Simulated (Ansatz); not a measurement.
`FBCF` + NH₃ → `NBCF` + H–F at 298.15 K and 1 bar (ligand exchange at a B–F bond).

Computed with Ansatz on PBE0-D4/def2-TZVP structures; ΔE is electronic, products minus reactants. CCSD(T)/CBS is the MP2 limit (def2-TZVPP, def2-QZVPP) plus CCSD(T) − MP2 in def2-TZVPP, frozen cores. This one scheme is used for every species. One conformer a species, not always the lowest.

```
species  CCSD(T)/CBS energy (Eh)  H − E (kJ/mol)  S (J/(mol·K))
 `FBCF`               -264.27174           132.2          287.5
    NH₃                -56.50880           100.5          192.4
 `NBCF`               -220.38912           200.3          290.0
    H–F               -100.39570            33.5          173.6
```

H − E and S are ideal-gas, rigid-rotor, harmonic terms from PBE0-D4/def2-TZVP, for one conformer and one mirror image of each species. 1 Eh = 2625.50 kJ/mol, R = 8.31446 J/(mol·K).

Question: By hand: ΔE, ΔH, ΔS and ΔG.

Answer: ΔE = (-220.38912) + (-100.39570) − (-264.27174) − (-56.50880) = -0.00428 Eh = -11.2 kJ/mol. Δ(H − E) = 200.3 + 33.5 − 132.2 − 100.5 = 1.1, so ΔH = -10.1 kJ/mol. ΔS = 290.0 + 173.6 − 287.5 − 192.4 = -16.3 J/(mol·K). ΔG = -10.1 − 298.15 × (-16.3)/1000 = -5.2 kJ/mol.

Question: By hand: the equilibrium constant, and the temperature at which ΔG would vanish if ΔH and ΔS stayed fixed.

Answer: log₁₀ K = −ΔG/(RT ln 10) = 0.9. ΔG = 0 at ΔH/ΔS = 620 K, though so small a ΔS makes that figure unsure.

TΔS isn't small against ΔH here. The sign of ΔG lies within the doubt. A doubt of 5 kJ/mol in ΔE shifts log₁₀ K by 0.9 here. Other conformers and mirror images would add mixing entropy, several J/(mol·K) or more a flexible species. These are equilibria of isolated gas molecules and say nothing of rates. Largest T1 diagnostic: 0.012 (customary marks: 0.02 for closed shells, 0.045 for open ones).
